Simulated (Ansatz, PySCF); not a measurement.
Gas-phase reaction in SMILES: C1CC1 + 3 C (CH4) -> 3 CC (C2H6) [ethane]
Structures are relaxed separately at B3LYP-D3(BJ)/def2-TZVP in Ansatz (a first-principles code).

Property: bond separation energy (enthalpy at 298 K, with B3LYP-D3(BJ) rigid-rotor harmonic-oscillator terms from PySCF), in kcal/mol. Valence correlation only, unless marked. No spin-orbit coupling. No relativistic terms. CBS(X,Y): correlation extrapolated as X^-3; Hartree-Fock from the larger set. The bracket is a focal-point correction in the basis named.

| level | program | bond separation energy (kcal/mol) |
|---|---|---|
| BP86-D4/def2-TZVPD | PySCF + dftd4 | -19.0 |
| BP86/def2-TZVPD | PySCF | -17.9 |
| M06-L-D4/def2-TZVPD | PySCF + dftd4 | (withheld) |
| B3LYP-D3(BJ)/def2-TZVPD | Ansatz + dftd3 | -20.5 |
| B3LYP/def2-TZVPD | Ansatz | -18.8 |
| r2SCAN0-D4/def2-TZVPD | Ansatz + dftd4 | (withheld) |
| CAM-B3LYP/def2-TZVPD | Ansatz | -20.1 |
| B2GP-PLYP/def2-TZVPD | Ansatz | -20.0 |
| RPA@PBE/cc-pVTZ | Ansatz | (withheld) |
| RI-MP2/CBS(cc-pVTZ,cc-pVQZ)+[CCSD(T)-MP2]/cc-pVTZ | Ansatz | -20.5 |

Question: Some entries are withheld; supply them.

Answer: 
- M06-L-D4/def2-TZVPD, bond separation energy (kcal/mol): -16.2
- r2SCAN0-D4/def2-TZVPD, bond separation energy (kcal/mol): -20.4
- RPA@PBE/cc-pVTZ, bond separation energy (kcal/mol): -20.8
